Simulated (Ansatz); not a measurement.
Compare A (`[CH3][InH][CH2][SiH3]`) with its isomer B (`C[CH]([SiH3])[InH2]`).

Gas-phase electronic energies from Ansatz, PBE0-D4/def2-TZVP geometries. CCSD(T)/CBS adds triple-zeta CCSD(T) − MP2 to the extrapolated MP2 energy (def2 sets, frozen cores). Functionals use def2-TZVPP. B3LYP here is the variant with VWN-RPA as its local correlation; programs differ in this. def2 core potentials past Kr. For In outer-core shells are correlated without core-valence functions, which leaves a few kJ/mol of doubt a bond. One conformer a species, not always the lowest.

Q: Which is lower in electronic energy at CCSD(T)/CBS, and by how much? (Best estimate.)

A: The calculation gave: A, by 45.6 kJ/mol.

Q: Give E(B) − E(A) in kJ/mol with B3LYP, MP2/def2-TZVPP, PBE0-D4, B3LYP-D4, CCSD(T)/def2-TZVPP, r2SCAN-D4, HF/def2-TZVPP. (An estimate is asked.)

A: The calculation gave: B3LYP 47.5, MP2/def2-TZVPP 49.8, PBE0-D4 41.1, B3LYP-D4 41.9, CCSD(T)/def2-TZVPP 46.0, r2SCAN-D4 44.1, HF/def2-TZVPP 43.1. None reverses the order clearly.

Largest T1 diagnostic: 0.013.

The D4 term adds −5.6 kJ/mol with B3LYP and −2.8 kJ/mol with PBE0; it sums over pairs of atoms, weighted by their polarisabilities, and B3LYP, whose exchange is more repulsive, gets the larger term.
